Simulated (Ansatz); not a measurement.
System: C5H9 (charge 0, doublet). It need not be the lowest isomer of its formula. SMILES: [H]/[C]=C(/C)CC
Coordinates optimised at B3LYP-D3(BJ)/def2-TZVP (Ansatz, a program for electronic structure):
```xyz
14

C      1.7210    -0.6667    -0.2292
C      0.6218     0.0438    -0.2451
C      0.6295     1.5461    -0.1128
C     -0.7387    -0.6196    -0.4029
C     -1.6367    -0.4627     0.8271
H      1.9921    -1.7083    -0.3077
H      0.1131     2.0051    -0.9609
H      1.6457     1.9332    -0.0722
H      0.1057     1.8624     0.7924
H     -1.2349    -0.1785    -1.2747
H     -0.6002    -1.6796    -0.6213
H     -1.8569     0.5849     1.0359
H     -1.1591    -0.8891     1.7111
H     -2.5878    -0.9760     0.6744
```
Charge 0, spin multiplicity 2.

Wanted: atomisation energy (electronic, to ground-state atoms), in eV. Correlated levels leave the core frozen unless marked. UHF or UKS for open shells. Spin-orbit coupling is left out. No relativistic terms. The coupled-cluster limit lacks core correlation, which all-electron functionals hold. CBS marks a two-point X^-3 extrapolation of the correlation energy; Hartree-Fock from the larger set.

```csv
level,program,atomisation energy (eV),minus last row
PBE-D4/def2-TZVPD,Ansatz + dftd4,59.11,1.42
PBE0-D4/def2-TZVPD,Ansatz + dftd4,58.36,0.67
CAM-B3LYP/def2-TZVPD,Ansatz,57.86,0.17
SCS-MP2/6-31G*,Ansatz,52.86,-4.83
SCS-MP2/cc-pVQZ,Ansatz,57.42,-0.27
CCSD(T)/6-31G*,Ansatz,53.13,-4.56
"CCSD(T)/CBS(cc-pVTZ,cc-pVQZ)",Ansatz,57.69,0.00
```

The UHF reference is spin-contaminated (<S^2> 0.17 over the pure value in the largest basis).
